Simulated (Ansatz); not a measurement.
Computed with Ansatz on PBE0-D4/def2-TZVP structures; ΔE is electronic, products minus reactants. CBS: MP2 limit from def2 TZ/QZ plus the TZ coupled-cluster correction, frozen cores. DFT in def2-TZVPP. Each species was taken in one conformer, which may not be the lowest.

Reaction (dimerisation): 2 `[NH2][AlH][Cl]` → `[Cl][Al@H-]1[NH2+][Al@@H-]([Cl])[NH2+]1`

`[NH2][AlH][Cl]`:

Z-matrix (Å, degrees):
```
N
Al 1 1.756
H 1 1.007 2 125.0
H 1 1.007 2 124.3 3 180.0
Cl 2 2.098 1 117.5 3 0.0
H 2 1.570 1 121.9 3 -180.0
```

`[Cl][Al@H-]1[NH2+][Al@@H-]([Cl])[NH2+]1`:

Z-matrix (Å, degrees):
```
Al
N 1 1.943
Al 1 2.796 2 44.0
N 1 1.943 2 87.9 3 -2.9
Cl 1 2.120 2 108.7 3 -111.9
H 1 1.579 2 112.7 3 110.9
H 2 1.015 1 113.3 3 116.6
H 2 1.014 1 115.5 3 -119.6
Cl 3 2.120 1 118.4 2 -87.9
H 3 1.579 1 120.4 2 92.1
H 4 1.016 1 113.3 2 -113.6
H 4 1.014 1 115.5 2 122.5
```

```json
{"level": "LDA (SPW92)", "ΔE (kcal/mol)": "-68.6", "difference from CCSD(T)/CBS": "-5.2"}
{"level": "r2SCAN-D4", "ΔE (kcal/mol)": "-64.7", "difference from CCSD(T)/CBS": "-1.3"}
{"level": "BHLYP-D4", "ΔE (kcal/mol)": "-65.4", "difference from CCSD(T)/CBS": "-2.0"}
{"level": "CAM-B3LYP-D4", "ΔE (kcal/mol)": "-62.7", "difference from CCSD(T)/CBS": "0.7"}
{"level": "ωB97M-V", "ΔE (kcal/mol)": "-63.4", "difference from CCSD(T)/CBS": "0.0"}
{"level": "PBE-QIDH", "ΔE (kcal/mol)": "-65.6", "difference from CCSD(T)/CBS": "-2.2"}
{"level": "revPBE", "ΔE (kcal/mol)": "-52.4", "difference from CCSD(T)/CBS": "11.0"}
{"level": "BLYP", "ΔE (kcal/mol)": "-49.5", "difference from CCSD(T)/CBS": "13.9"}
{"level": "r2SCANh", "ΔE (kcal/mol)": "-64.3", "difference from CCSD(T)/CBS": "-0.9"}
{"level": "BHLYP", "ΔE (kcal/mol)": "-59.6", "difference from CCSD(T)/CBS": "3.8"}
{"level": "CAM-B3LYP", "ΔE (kcal/mol)": "-58.8", "difference from CCSD(T)/CBS": "4.6"}
{"level": "HF/def2-SVP", "ΔE (kcal/mol)": "-64.9", "difference from CCSD(T)/CBS": "-1.5"}
{"level": "CCSD(T)/def2-SVP", "ΔE (kcal/mol)": "-70.6", "difference from CCSD(T)/CBS": "-7.2"}
{"level": "HF/def2-QZVPP", "ΔE (kcal/mol)": "-56.7", "difference from CCSD(T)/CBS": "6.7"}
{"level": "MP2/def2-QZVPP", "ΔE (kcal/mol)": "-63.8", "difference from CCSD(T)/CBS": "-0.4"}
{"level": "SCS-MP2/def2-QZVPP", "ΔE (kcal/mol)": "-61.6", "difference from CCSD(T)/CBS": "1.8"}
{"level": "CCSD(T)/CBS", "ΔE (kcal/mol)": "-63.4", "difference from CCSD(T)/CBS": "0"}
```

Largest T1 diagnostic among the species: 0.009.

Leaving LDA and LC-ωPBE aside and taking each functional with its dispersion term where it has one, the values, not all of them listed here, spread over 8.5 kcal/mol, from r2SCAN0-D4 to BLYP-D4. LDA lies −10.9 kcal/mol from PBE without D4. The D4 term adds −6.8 kcal/mol with B3LYP and −3.7 kcal/mol with PBE0; it sums over pairs of atoms, weighted by their polarisabilities, and B3LYP, whose exchange is more repulsive, gets the larger term.

B3LYP here is the variant with VWN-RPA as its local correlation; programs differ in this.
